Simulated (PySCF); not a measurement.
Species: C₅H₁₀O₂SSi.
SMILES with atom numbers: `[CH3:1][CH2:2][S:3][C@@H:4]1[CH2:5][Si@H:6]1[C:7](=[O:8])[OH:9]`

Geometry (GFN2-xTB, Å), atoms numbered from 1 in this order:
```xyz
19
C5H10O2SSi angstrom
C      2.479    1.155   -0.453
C      2.250   -0.341   -0.549
S      1.528   -1.049    0.972
C     -0.114   -0.334    0.903
C     -1.242   -1.211    1.435
Si    -1.328   -0.943   -0.431
C     -2.584    0.323   -1.052
O     -3.121    0.285   -2.130
O     -2.828    1.284   -0.154
H      2.964    1.514   -1.358
H      1.534    1.682   -0.339
H      3.114    1.386    0.399
H      1.573   -0.589   -1.368
H      3.192   -0.872   -0.682
H     -0.118    0.696    1.240
H     -0.934   -2.183    1.792
H     -1.935   -0.729    2.111
H     -0.956   -1.984   -1.367
H     -3.485    1.918   -0.489
```

Probes without a nucleus sit at each ring's centroid and 1 Å off its mean plane on both sides; NICS is minus the shielding there, NICSzz its component along the normal. Level: GIAO PBE0/pcSseg-1 (PySCF, non-relativistic, gas phase) on the GFN2-xTB geometry, one conformer.

Ring bond lengths (Å), with Mayer bond orders in brackets: C4–C5 1.524 (0.89), C5–Si6 1.887 (0.94), Si6–C4 1.904 (0.85).

Q: Give the NICS values of each ring in ppm.

A: 
```tsv
ring	type	NICS(0)	NICS(1), two faces	NICS(1)zz, two faces	rms pucker (Å)	centre to ring atoms, mean (Å)
C4–C5–Si6	3-membered ring with Si; formal bonds all single	-27.5	-8.3 / -7.6	-20.0 / -15.1	0.00	1.02
```

Q: What can be read from them?

A: 
- C4–C5–Si6: mean NICS(1)zz -17.6 ppm, shielded. C4, C5, Si6 have four or more neighbours; no verdict on aromaticity is drawn. The two faces differ by 4.9 ppm, so no symmetry operation interchanges them. NICS(0) lies 20 ppm below the mean NICS(1).

Q: List the ring angles and the Hirshfeld charges of the ring atoms.

A: 
- C4–C5–Si6: C4 65.7° (-0.120 e), C5 66.9° (-0.161 e), Si6 47.4° (+0.315 e); sum 180.0° against 180° for a flat convex ring.

Q: What are the shieldings of the ring atoms and their hydrogens in the same run (means over atoms taken as equivalent)?

A: 
| atoms | environment | σ isotropic (ppm) |
| --- | --- | --- |
| C4 | sp3 carbon bound to sulfur | 158.6 |
| C5 | sp3 carbon bound to silicon | 172.7 |
| Si6 | SiH silicon | 491.0 |
| H15 | methine hydrogen | 28.37 |
| H16 | methylene hydrogen | 30.56 |
| H17 | methylene hydrogen | 29.92 |
| H18 | Si–H hydrogen | 28.68 |

Time: 41 s; peak memory 1.0 GiB. Hardware: one thread, Arm Neoverse V1 (aarch64) (shared host). This is the whole shielding run at PBE0/pcSseg-1, SCF included.
